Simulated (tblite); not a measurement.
C4H7ClSSi.
Cartesian coordinates in Å at the GFN2-xTB level; atoms count from 1:
```
atom  x, y, z in Å
C1     2.7647   -0.3252    0.3838
C2     1.5718    0.2164    0.2119
Cl3    1.0960    1.5734    1.1921
Si4    0.2477   -0.2764   -1.0500
C5    -1.3695   -0.4841   -0.0915
C6    -2.3210    0.6449    0.0241
S7    -2.8366   -0.6072   -1.1544
H8     3.4750    0.0290    1.1131
H9     3.0629   -1.1604   -0.2250
H10    0.0808    0.8188   -2.0045
H11    0.6103   -1.5418   -1.6863
H12   -1.3952   -1.2064    0.7180
H13   -2.9359    0.7217    0.9113
H14   -2.0516    1.5968   -0.4143
```

Computed values, GFN2-xTB/tblite, gas phase, harmonic and unscaled. Errors from tens to a few hundred cm⁻¹ against measured bands are possible. Modes of hydrogen on silicon can be 10 to 20 % off. One conformer, not necessarily the lowest.

Harmonic wavenumbers (cm⁻¹): 26.7, 32.8, 72.2, 146.7, 193.7, 259.3, 325.8, 354.2, 483.1, 542.4, 582.4, 655.4, 682.8, 685.6, 717.6, 743.1, 758.2, 779.5, 893.6, 894.4, 922.9, 1033.6, 1034.4, 1072.6, 1169.0, 1260.7, 1380.0, 1432.1, 1656.9, 2283.9, 2286.3, 3006.4, 3049.2, 3059.2, 3092.9, 3130.3.

A = 3081, B = 790.0, C = 661.3 MHz; mass 149.973 u (most abundant isotopes); point group C1, symmetry number 1.

Q: Zero-point energy?

A: Half the sum of the wavenumbers: 20350 cm⁻¹ = 58.18 kcal/mol.

Q: Entropy at 200 K, 1 bar (ideal gas, RRHO, classical rotation)?

A: Translation 38.97, rotation 28.49, vibration 20.45: S = 87.9 cal/(mol K).

Q: And Cp and H(200 K) − H(0)?

A: Cp = 26.11 cal/(mol K), of which vibrations give 18.16 (their classical limit is 36 R = 71.5); H(200 K) − H(0) = 3.54 kcal/mol without the zero-point energy, 1.95 from vibrations.

Q: What must be added to the electronic energy to get the Gibbs energy at 200 K and 1 bar?

A: ZPE + [H(200 K) − H(0)] − T·S = 58.18 + 3.54 − 17.58 = 44.14 kcal/mol.

Q: How do the functions run with temperature in this model?

A: 
```json
{"T (K)": "50", "S (cal/(mol K))": "62.2", "Cp (cal/(mol K))": "13.9", "H − H(0) (kcal/mol)": "0.56", "G − H(0) (kcal/mol)": "-2.55", "ln q(vib)": "1.27"}
{"T (K)": "100", "S (cal/(mol K))": "73.1", "Cp (cal/(mol K))": "17.8", "H − H(0) (kcal/mol)": "1.36", "G − H(0) (kcal/mol)": "-5.95", "ln q(vib)": "2.79"}
{"T (K)": "298.15", "S (cal/(mol K))": "100.0", "Cp (cal/(mol K))": "34.8", "H − H(0) (kcal/mol)": "6.53", "G − H(0) (kcal/mol)": "-23.27", "ln q(vib)": "7.74"}
{"T (K)": "373.15", "S (cal/(mol K))": "108.4", "Cp (cal/(mol K))": "40.5", "H − H(0) (kcal/mol)": "9.37", "G − H(0) (kcal/mol)": "-31.09", "ln q(vib)": "9.49"}
{"T (K)": "500", "S (cal/(mol K))": "121.4", "Cp (cal/(mol K))": "48.1", "H − H(0) (kcal/mol)": "15.01", "G − H(0) (kcal/mol)": "-45.69", "ln q(vib)": "12.37"}
{"T (K)": "750", "S (cal/(mol K))": "142.9", "Cp (cal/(mol K))": "57.6", "H − H(0) (kcal/mol)": "28.33", "G − H(0) (kcal/mol)": "-78.82", "ln q(vib)": "17.65"}
{"T (K)": "1000", "S (cal/(mol K))": "160.3", "Cp (cal/(mol K))": "63.6", "H − H(0) (kcal/mol)": "43.54", "G − H(0) (kcal/mol)": "-116.79", "ln q(vib)": "22.39"}
```

q(vib) and H(0) count from the zero-point level.

Hindered rotation and anharmonicity are outside this model. Other conformers, if any are populated, would add a mixing term that is left out. The structure is chiral; the term R ln 2 for an equal mix with its mirror image is left out.
